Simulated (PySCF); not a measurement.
## Electron correlation in Hg⁺ (mercury, charge +1)

[Xe] 4f14 5d10 6s1, 2S determinant. Computed with PySCF 2.14 in cc-pVDZ-PP with ECP60MDF (4s4p3d1f, 38 functions), with scalar relativity through the core potential. Frozen: 5s2 5p6; 11 electrons correlated.

MP2 pair energies summed by pair of shells (mhartree):

| pair | energy | share (%) |
| --- | --- | --- |
| 5d-5d | -248.35 | 85.2 |
| 5d-6s | -43.06 | 14.8 |

Total MP2 correlation energy: -291.41 mhartree.

Same-spin part -106.43 and opposite-spin part -184.97 mhartree; SCS-MP2 scales them by 1/3 and 6/5 to -257.45 mhartree.

```tsv
level	correlation energy (mhartree)
CCSD	-276.00
(T)	-3.02
CCSD(T)	-279.02
```

Diagnostics: T1 = 0.0058, D1 = 0.0237, largest double amplitude 0.025.

Cost of the coupled-cluster step: 1.6 s of wall time on 1 thread of Neoverse-V1 (shared host), for 11 correlated electrons.

Iterations:

```
CC2 = 0
CCSD nocc = (np.int64(6), np.int64(5)), nmo = (34, 34)
frozen orbitals [[0, 1, 2, 3], [0, 1, 2, 3]]
max_cycle = 100
direct = 0
conv_tol = 1e-08
conv_tol_normt = 1e-06
diis_space = 8
diis_start_cycle = 0
Init t2, MP2 energy = -0.29140632593282
Init E_corr(UCCSD) = -0.291406325952827
cycle = 1  E_corr(UCCSD) = -0.27224746279282  dE = 0.0191588632  norm(t1,t2) = 0.0348721
cycle = 2  E_corr(UCCSD) = -0.275769650304254  dE = -0.00352218751  norm(t1,t2) = 0.00761553
cycle = 3  E_corr(UCCSD) = -0.275860066292451  dE = -9.04159882e-05  norm(t1,t2) = 0.00265245
cycle = 4  E_corr(UCCSD) = -0.276010396585499  dE = -0.000150330293  norm(t1,t2) = 0.000432704
cycle = 5  E_corr(UCCSD) = -0.275998327543316  dE = 1.20690422e-05  norm(t1,t2) = 9.60953e-05
cycle = 6  E_corr(UCCSD) = -0.275998059080962  dE = 2.68462355e-07  norm(t1,t2) = 1.30202e-05
cycle = 7  E_corr(UCCSD) = -0.275998517619339  dE = -4.58538378e-07  norm(t1,t2) = 3.99814e-06
cycle = 8  E_corr(UCCSD) = -0.275998471930328  dE = 4.56890108e-08  norm(t1,t2) = 6.04069e-07
cycle = 9  E_corr(UCCSD) = -0.275998469846774  dE = 2.08355433e-09  norm(t1,t2) = 7.44058e-08
UCCSD converged
E(UCCSD) = -152.5007118479211  E_corr = -0.2759984698467741
UCCSD(T) correction = -0.00301767393716734
```
